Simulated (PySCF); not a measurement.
Molfile (atoms numbered from 1):
```
C5H11NOSi
     RDKit          3D

 19 19  0  0  0  0  0  0  0  0999 V2000
    2.8627   -0.4686    0.1543 Si  0  0  0  0  0  4  0  0  0  0  0  0
    1.4773    0.4045   -0.3612 N   0  0  0  0  0  0  0  0  0  0  0  0
    0.1904    0.3094    0.2861 C   0  0  1  0  0  0  0  0  0  0  0  0
   -0.6489    1.5159   -0.0374 C   0  0  0  0  0  0  0  0  0  0  0  0
   -1.9534    1.4283   -0.2616 C   0  0  0  0  0  0  0  0  0  0  0  0
   -2.7049    0.3030   -0.1651 O   0  0  0  0  0  0  0  0  0  0  0  0
   -2.0333   -0.8211    0.3742 C   0  0  0  0  0  0  0  0  0  0  0  0
   -0.6014   -0.9402   -0.1334 C   0  0  0  0  0  0  0  0  0  0  0  0
    2.7890   -1.9325    0.0008 H   0  0  0  0  0  0  0  0  0  0  0  0
    3.9438    0.0575   -0.6734 H   0  0  0  0  0  0  0  0  0  0  0  0
    3.0147   -0.1679    1.5781 H   0  0  0  0  0  0  0  0  0  0  0  0
    1.3775    0.5971   -1.3473 H   0  0  0  0  0  0  0  0  0  0  0  0
    0.3874    0.2645    1.3655 H   0  0  0  0  0  0  0  0  0  0  0  0
   -0.1386    2.4593   -0.1291 H   0  0  0  0  0  0  0  0  0  0  0  0
   -2.5638    2.2734   -0.5467 H   0  0  0  0  0  0  0  0  0  0  0  0
   -2.6323   -1.6886    0.0857 H   0  0  0  0  0  0  0  0  0  0  0  0
   -2.0302   -0.7406    1.4703 H   0  0  0  0  0  0  0  0  0  0  0  0
   -0.6095   -1.0023   -1.2244 H   0  0  0  0  0  0  0  0  0  0  0  0
   -0.1362   -1.8419    0.2639 H   0  0  0  0  0  0  0  0  0  0  0  0
  1  2  1  0
  2  3  1  0
  3  4  1  0
  4  5  2  0
  5  6  1  0
  6  7  1  0
  7  8  1  0
  8  3  1  0
  1  9  1  0
  1 10  1  0
  1 11  1  0
  2 12  1  0
  3 13  1  1
  4 14  1  0
  5 15  1  0
  7 16  1  0
  7 17  1  0
  8 18  1  0
  8 19  1  0
M  END
```

Calculated, not measured (PySCF): GIAO PBE0/pcSseg-1 shieldings, coordinates at the GFN2-xTB level. A single conformation, one averaged value for each set of equivalent atoms, non-relativistic Hamiltonian, isolated molecule.

Chemical shifts δ = σref − σ; $^{13}$C, $^{1}$H, $^{29}$Si against TMS; $^{15}$N against NH3; $^{17}$O against H2O, all at this level.

```tsv
atoms	nucleus	count	δ (ppm)
H13	$^{1}$H	1	3.46
C3	$^{13}$C	1	50.0
C8	$^{13}$C	1	?
C7	$^{13}$C	1	67.4
H15	$^{1}$H	1	6.48
H9/H10/H11	$^{1}$H	3	4.69
H17	$^{1}$H	1	4.07
O6	$^{17}$O	1	115.2
H18	$^{1}$H	1	1.36
C5	$^{13}$C	1	152.5
N2	$^{15}$N	1	39.4
Si1	$^{29}$Si	1	?
H12	$^{1}$H	1	?
H14	$^{1}$H	1	?
C4	$^{13}$C	1	?
H16	$^{1}$H	1	4.31
H19	$^{1}$H	1	2.01
```

Task: Complete the table.

Result: 
- C4: 113.2 ppm, β carbon of an enol-ether or enamine type C=C; the O or N lone pair pushes π density onto this β carbon and shields it
- C8: 37.9 ppm, sp3 CH2 in a ring; saturated and bonded to C and H only
- H14: 4.88 ppm, hydrogen on a β carbon of an enol-ether or enamine type C=C; lone-pair donation from O or N shields it, upfield of ordinary alkene protons
- H12: -0.34 ppm, hydrogen on a nitrogen bonded to C, Si; exchangeable, gas-phase position
- Si1: -58.9 ppm, silicon bonded to N, 3 H

OH and NH positions are those of a molecule without intermolecular hydrogen bonds; in solution they move with solvent, concentration and temperature, and exchange usually removes their couplings. Shifts are as computed. Against solution values, carbons near 30 ppm lie about +3 ppm off and those near 130 ppm about +5 ppm. Of 1309 compounds with measured shifts, 239 miss one by over three times the rms of a fit or turn the order of signals round; such compounds aren't used in these exercises. Experimental scales use liquid or dissolved standards, which lie at an offset from isolated NH3 (liquid NH3: subtract about 20 ppm) and H2O (liquid H2O: subtract about 36 ppm).
